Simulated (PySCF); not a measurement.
ZrF3Cl, SMILES [F][Zr]([F])([Cl])[F], multiplicity 1.

The structure is a stationary point at r2SCAN-D4/def2-SVP. The spin state was assumed, not searched. The def2 effective core potentials stand for the cores of Zr; spin–orbit coupling is left out.

All values below come from HF/def2-TZVP run with PySCF.

Symmetry labels are those of the subgroup Cs that the program uses (full group C3v).

Problem. List the valence orbital energies around the gap with their symmetry. (An estimate is asked for; the answer gives what the named calculation found.)

Solution. 
```tsv
orbital	symmetry	energy (eV)
HOMO−7	A"	-18.43
HOMO−6	A'	-17.99
HOMO−5	A"	-17.71
HOMO−4	A'	-17.69
HOMO−3	A"	-17.69
HOMO−2	A'	-14.51
HOMO−1	A'	-13.42
HOMO	A"	-13.42
LUMO	A'	1.24
LUMO+1	A'	1.87
LUMO+2	A"	1.95
LUMO+3	A'	1.95
```
